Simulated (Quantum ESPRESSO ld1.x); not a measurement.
Problem. The mean radii <r> (bohr) of the occupied orbitals of an atom or ion are listed with their occupations. All-electron calculation, scalar-relativistic Kohn-Sham, LDA (Slater exchange, VWN5 correlation), spin-polarised, spherical densities, point nucleus. Program: ld1.x of Quantum ESPRESSO 7.5.

orbital  occ.      <r>
1s up       1  0.03188
1s down     1  0.03188
2s up       1   0.1384
2s down     1   0.1384
2p up       3   0.1206
2p down     3   0.1206
3s up       1   0.3778
3s down     1   0.3775
3p up       3   0.3763
3p down     3   0.3759
3d up       5   0.3530
3d down     5   0.3524
4s up       1   0.8522
4s down     1   0.8524
4p up       3   0.8914

Name the element and its charge. Open shells, if any, are filled with parallel spins first.

Solution. Z = 46, palladium, charge +13: Pd13+ in [Ar] 3d10 4s2 4p3. The 1s radius gives Z: for a bare nucleus <r> = (2 gamma + 1)/(2Z) with gamma = sqrt(1 - (Z/c)^2), 0.03135 bohr for Z = 46, and screening makes it slightly larger (0.03188 here). The occupations add up to 33, and the charge is Z minus that.
